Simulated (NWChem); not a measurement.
System: CH₆BNO; SMILES CB(O)N

Input file for NWChem:

```
start job
memory heap 200 mb stack 900 mb global 1100 mb
geometry units angstroms noautoz
  B     -0.014638     0.073511     0.004356
  C      0.127774    -1.506002     0.000568
  H      1.171284    -1.854185    -0.018880
  H     -0.382333    -1.943884    -0.874541
  H     -0.349688    -1.945063     0.893336
  O     -1.247656     0.686116     0.024725
  H     -1.968567     0.052963     0.036578
  N      1.108752     0.919554    -0.012323
  H      1.020138     1.926898    -0.012418
  H      2.058578     0.581574    -0.031233
end
basis spherical
  B library cc-pvdz
  C library cc-pvdz
  H library cc-pvdz
  O library cc-pvdz
  N library cc-pvdz
end
dft
  xc hfexch
  iterations 150
  mulliken
end
task dft energy
```

The geometry was optimised at PBE0/def2-SVP.

### Question
Give the results of this calculation. (Hartree-Fock/cc-pVDZ.) Quantities: basis functions; energy (Ha); highest occupied level (eV); orbital gap (eV); dipole (D).

### Answer
```json
{
  "number_of_basis_functions": "86",
  "energy (Ha)": "-195.48",
  "highest occupied level (eV)": "-10.92",
  "orbital gap (eV)": "15.68",
  "dipole (D)": "0.91"
}
```
